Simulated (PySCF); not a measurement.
Hf(Cl)2(SH)2 (Cl₂H₂HfS₂), SMILES [SH][Hf]([SH])([Cl])[Cl], multiplicity 1. Atoms are numbered in the order given.

```xyz
7

Hf     0.0445     0.0158     0.0165
Cl     0.6985     1.9215    -1.1972
Cl     1.0964    -0.1605     2.1081
S      0.3943    -2.0148    -1.2634
H      0.1352    -1.3262    -2.4173
S     -2.3662     0.0752     0.3126
H     -2.3024     1.2824     0.9544
```
Charge 0, spin multiplicity 1.

The structure is a stationary point at PBE-D3(BJ)/def2-SVP. The spin state was assumed, not searched. The structure was generated by enumeration; whether it is a known compound was not checked. The def2 effective core potentials stand for the cores of Hf; spin–orbit coupling is left out. The values are those of a single conformer.

Calculation: PBE-D3(BJ)/def2-SVP (PySCF).

Frequencies are harmonic and unscaled.

```json
[
 {"mode": "1", "ν (cm⁻¹)": "69", "IR (km/mol)": "3.5", "Raman (Å⁴/amu)": "5.0", "depolarisation": "0.75", "moving atoms (share of kinetic energy)": "Cl 41 %, S 36 %, H 18 %"},
 {"mode": "2", "ν (cm⁻¹)": "83", "IR (km/mol)": "0.4", "Raman (Å⁴/amu)": "2.7", "depolarisation": "0.75", "moving atoms (share of kinetic energy)": "S 56 %, Cl 25 %, Hf 14 %"},
 {"mode": "3", "ν (cm⁻¹)": "86", "IR (km/mol)": "2.1", "Raman (Å⁴/amu)": "1.5", "depolarisation": "0.74", "moving atoms (share of kinetic energy)": "Cl 63 %, S 18 %, Hf 17 %"},
 {"mode": "4", "ν (cm⁻¹)": "91", "IR (km/mol)": "2.7", "Raman (Å⁴/amu)": "1.9", "depolarisation": "0.75", "moving atoms (share of kinetic energy)": "S 44 %, Cl 33 %, Hf 18 %"},
 {"mode": "5", "ν (cm⁻¹)": "95", "IR (km/mol)": "1.0", "Raman (Å⁴/amu)": "2.7", "depolarisation": "0.74", "moving atoms (share of kinetic energy)": "Cl 46 %, S 43 %"},
 {"mode": "6", "ν (cm⁻¹)": "149", "IR (km/mol)": "11.2", "Raman (Å⁴/amu)": "0.7", "depolarisation": "0.75", "moving atoms (share of kinetic energy)": "H 76 %, S 15 %, Cl 9 %"},
 {"mode": "7", "ν (cm⁻¹)": "213", "IR (km/mol)": "30.1", "Raman (Å⁴/amu)": "1.1", "depolarisation": "0.73", "moving atoms (share of kinetic energy)": "H 95 %"},
 {"mode": "8", "ν (cm⁻¹)": "342", "IR (km/mol)": "9.4", "Raman (Å⁴/amu)": "26.6", "depolarisation": "0.04", "moving atoms (share of kinetic energy)": "S 70 %, H 14 %, Cl 9 %"},
 {"mode": "9", "ν (cm⁻¹)": "353", "IR (km/mol)": "34.8", "Raman (Å⁴/amu)": "4.8", "depolarisation": "0.71", "moving atoms (share of kinetic energy)": "S 69 %, Hf 20 %, H 10 %"},
 {"mode": "10", "ν (cm⁻¹)": "366", "IR (km/mol)": "39.0", "Raman (Å⁴/amu)": "4.6", "depolarisation": "0.17", "moving atoms (share of kinetic energy)": "Cl 82 %, Hf 14 %"},
 {"mode": "11", "ν (cm⁻¹)": "379", "IR (km/mol)": "66.0", "Raman (Å⁴/amu)": "1.5", "depolarisation": "0.72", "moving atoms (share of kinetic energy)": "Cl 71 %, Hf 23 %"},
 {"mode": "12", "ν (cm⁻¹)": "476", "IR (km/mol)": "25.1", "Raman (Å⁴/amu)": "7.7", "depolarisation": "0.73", "moving atoms (share of kinetic energy)": "H 80 %, S 16 %"},
 {"mode": "13", "ν (cm⁻¹)": "501", "IR (km/mol)": "16.5", "Raman (Å⁴/amu)": "15.8", "depolarisation": "0.61", "moving atoms (share of kinetic energy)": "H 86 %, S 12 %"},
 {"mode": "14", "ν (cm⁻¹)": "2577", "IR (km/mol)": "1.1", "Raman (Å⁴/amu)": "154.3", "depolarisation": "0.26", "moving atoms (share of kinetic energy)": "H 97 %"},
 {"mode": "15", "ν (cm⁻¹)": "2583", "IR (km/mol)": "5.5", "Raman (Å⁴/amu)": "97.2", "depolarisation": "0.25", "moving atoms (share of kinetic energy)": "H 97 %"}
]
```
